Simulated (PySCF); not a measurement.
C10H7N3, SMILES C1=CC2=NC=CC3=NC=CC(=C1)N23. Heavy atoms are numbered as in [CH:1]1=[CH:2][C:3]2=[N:4][CH:5]=[CH:6][C:7]3=[N:8][CH:9]=[CH:10][C:11](=[CH:12]1)[N:13]23. Hydrogens are named by the atom that carries them.

Coordinates come from a B3LYP-D3(BJ)/def2-SVP optimisation.

Calculation: PBE/pcSseg-1 run with PySCF.

GIAO shieldings, no solvent; atoms alike by connectivity are averaged. δ = σ(ref) − σ: ¹³C against TMS (σ = 182.0 ppm); ¹⁵N against NH3 (σ = 267.0 ppm); ¹H against TMS (σ = 31.49 ppm), references at their B3LYP-D3(BJ)/def2-TZVP geometries, non-relativistic.

### Question
Estimate the chemical shifts. (The exact figures need the calculation; the answer reports its results.)

### Answer

| nucleus | atoms | count | δ (ppm) |
|---|---|---|---|
| ¹³C | C7 | 1 | 165.0 |
| ¹³C | C5 (CH) | 1 | 163.6 |
| ¹³C | C3 | 1 | 163.1 |
| ¹³C | C9 (CH) | 1 | 159.7 |
| ¹³C | C11 | 1 | 158.0 |
| ¹³C | C1 (CH) | 1 | 145.6 |
| ¹³C | C2 (CH) | 1 | 122.7 |
| ¹³C | C10 (CH) | 1 | 114.7 |
| ¹³C | C6 (CH) | 1 | 114.4 |
| ¹³C | C12 (CH) | 1 | 109.5 |
| ¹⁵N | N4 | 1 | 279.0 |
| ¹⁵N | N8 | 1 | 270.1 |
| ¹⁵N | N13 | 1 | 243.9 |
| ¹H | H on C5 | 1 | 6.41 |
| ¹H | H on C9 | 1 | 5.98 |
| ¹H | H on C1 | 1 | 5.91 |
| ¹H | H on C2 | 1 | 5.06 |
| ¹H | H on C6 | 1 | 4.41 |
| ¹H | H on C12 | 1 | 4.32 |
| ¹H | H on C10 | 1 | 4.31 |
